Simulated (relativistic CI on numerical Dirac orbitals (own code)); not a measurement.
**d3 in a ligand field**

Computed with a parametric ligand-field model of a d^n configuration (Racah B and C, spin-orbit zeta, crystal field), exact diagonalisation.

Field parameters in Wybourne normalisation: D3d B²₀ = −7Dσ, B⁴₀ = −14Dq − 21Dτ, B⁴₃ = −14√(10/7) Dq; D4h B²₀ = −7Ds, B⁴₀ = 21(Dq − Dt), B⁴₄ = 21√(5/14) Dq; Oh B⁴₀ = 21Dq, B⁴₄ = √(5/14) B⁴₀; Td as Oh with Dq negative (B⁴₀ = 21Dq, B⁴₄ = √(5/14) B⁴₀). The field is a parameter set, without covalency.

Q: Ground term and bands for B = 410, C = 1700, ζ = 0 cm⁻¹, D4h, 10Dq = 22900, Ds = 3000, Dt = 130 cm⁻¹?

A: Ground term 4B1 with 0.00 electrons in the two orbitals of the cubic e set. Spin-allowed: 4A2 15002 cm⁻¹ (667 nm), 4E 19498 cm⁻¹ (513 nm), 4B2 22900 cm⁻¹ (437 nm), 4E 34600 cm⁻¹ (289 nm). Lowest spin-forbidden: 2E 2518 cm⁻¹, 2A1 8157 cm⁻¹ (1226 nm), 2B1 8410 cm⁻¹ (1189 nm).

Q: Ground term and bands for B = 660, C = 3340, ζ = 0 cm⁻¹, D3d, 10Dq = 23950, Dσ = 770, Dτ = 70 cm⁻¹?

A: Ground term 4A2 with 0.00 electrons in the two orbitals of the cubic e set. Spin-allowed: 4A1 23352 cm⁻¹ (428 nm), 4E 24503 cm⁻¹ (408 nm), 4A2 30929 cm⁻¹ (323 nm), 4E 31790 cm⁻¹ (315 nm). Lowest spin-forbidden: 2E 14517 cm⁻¹ (689 nm), 2A2 15435 cm⁻¹ (648 nm), 2E 15644 cm⁻¹ (639 nm).

Q: Ground term and bands for B = 660, C = 2950, ζ = 0 cm⁻¹, D4h, 10Dq = 34200, Ds = 3000, Dt = 430 cm⁻¹?

A: Ground term 4B1 with 0.00 electrons in the two orbitals of the cubic e set. Spin-allowed: 4A2 27600 cm⁻¹ (362 nm), 4E 28201 cm⁻¹ (355 nm), 4B2 34200 cm⁻¹ (292 nm), 4E 46770 cm⁻¹ (214 nm). Lowest spin-forbidden: 2E 10742 cm⁻¹ (931 nm), 2A1 13860 cm⁻¹ (722 nm), 2B1 14124 cm⁻¹ (708 nm).

Q: A d3 ion in Td symmetry has the ground term 4T1 and bands at 4T2 2052 cm⁻¹, 4A2 4502 cm⁻¹ (2221 nm), 2E 9018 cm⁻¹ (1109 nm), 4T1 10504 cm⁻¹ (952 nm), 2T2 10539 cm⁻¹ (949 nm), 2T1 10595 cm⁻¹ (944 nm). Which parameters reproduce them?

A: B = 590, C = 2490, ζ = 0 cm⁻¹, Td, 10Dq = -2450 cm⁻¹.

Q: Ground term and bands for B = 690, C = 2490, ζ = 0 cm⁻¹, Oh, 10Dq = 13450 cm⁻¹?

A: Ground term 4A2 with 0.00 electrons in the two orbitals of the cubic e set. Spin-allowed: 4T2 13450 cm⁻¹ (743 nm), 4T1 19851 cm⁻¹ (504 nm), 4T1 30849 cm⁻¹ (324 nm). Lowest spin-forbidden: 2E 12397 cm⁻¹ (807 nm), 2T1 13068 cm⁻¹ (765 nm), 2T2 18459 cm⁻¹ (542 nm). With an A2 ground term the first spin-allowed band lies at |10Dq| itself.
